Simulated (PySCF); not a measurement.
ClFH2Se2Si, SMILES [Si]([SeH])([SeH])(Cl)F.

Geometry: ωB97X-D3(BJ)/def2-SVP. Other conformers were not sampled.

All values below come from TDDFT-PBE/def2-SVPD (PySCF).

Vertical excitations. Gas-phase values at a fixed geometry.

```tsv
state	energy (eV)	λ (nm)	f	main pairs
S1	4.68	265	0.016	HOMO→LUMO 98 %
S2	5.00	248	0.002	HOMO−1→LUMO 99 %
S3	5.15	241	0.022	HOMO→LUMO+1 98 %
S4	5.32	233	0.006	HOMO→LUMO+2 94 %
S5	5.52	225	0.021	HOMO−1→LUMO+1 93 %
S6	5.70	217	0.006	HOMO−1→LUMO+2 96 %
S7	6.01	206	0.015	HOMO→LUMO+3 90 %
S8	6.16	201	0.005	HOMO→LUMO+4 50 %, HOMO−2→LUMO 48 %
S9	6.23	199	0.015	HOMO→LUMO+5 57 %, HOMO−1→LUMO+3 23 %, HOMO→LUMO+4 12 %
S10	6.26	198	0.023	HOMO→LUMO+5 41 %, HOMO−1→LUMO+3 36 %, HOMO→LUMO+4 11 %, HOMO−2→LUMO 7 %
T1	4.33	286	0	HOMO→LUMO 99 %
T2	4.71	263	0	HOMO−1→LUMO 98 %
T3	4.94	251	0	HOMO→LUMO+1 97 %
T4	5.07	245	0	HOMO→LUMO+2 90 %
```
Triplets are in the Tamm–Dancoff approximation, which puts them higher than full response would, so one can lie above its singlet here.
